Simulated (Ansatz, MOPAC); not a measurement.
Isomers of C3H9B: 1 is CB(C)C, 2 is CBCC; one conformer of each (the lowest of an xTB search), B3LYP-D3(BJ)/def2-TZVP minima.
Isomer 1 (charge 0, multiplicity 1):
```xyz
13

C     -0.97883    -1.22947     0.10433
B     -0.00289    -0.00399    -0.00799
C      1.55105    -0.22960     0.02839
C     -0.57584     1.45289    -0.14318
H     -1.78491    -1.18091    -0.63431
H     -0.50159    -2.20939     0.04593
H     -1.48221    -1.16842     1.07944
H      1.84704    -0.98556     0.76175
H      2.14712     0.67169     0.18322
H      1.84187    -0.64649    -0.94645
H     -1.65432     1.51803    -0.29659
H     -0.33316     2.00882     0.77204
H     -0.07332     2.00241    -0.94658
```
Isomer 2 (charge 0, multiplicity 1):
```xyz
13

C      1.718    -0.350     0.022
B      0.715     0.844    -0.039
C     -0.842     0.712    -0.049
C     -1.464    -0.685    -0.009
H      2.079    -0.394     1.061
H      2.615    -0.182    -0.580
H      1.300    -1.330    -0.212
H      1.165     1.956    -0.043
H     -1.222     1.326     0.781
H     -1.194     1.263    -0.935
H     -1.154    -1.283    -0.869
H     -1.161    -1.230     0.887
H     -2.555    -0.646    -0.016
```

No zero-point or thermal terms.

The state that PM7 reach isn't checked; PM7 holds dispersion and hydrogen-bond terms.

Run with Ansatz (an electronic-structure program) with Gaussian orbitals; MOPAC for PM7 (differences of heats of formation). Each number belongs to the level named beside it.

Q: What is the computed electronic energy of isomer 2 less that of isomer 1 (PM7)?

A: 8.5 kcal/mol
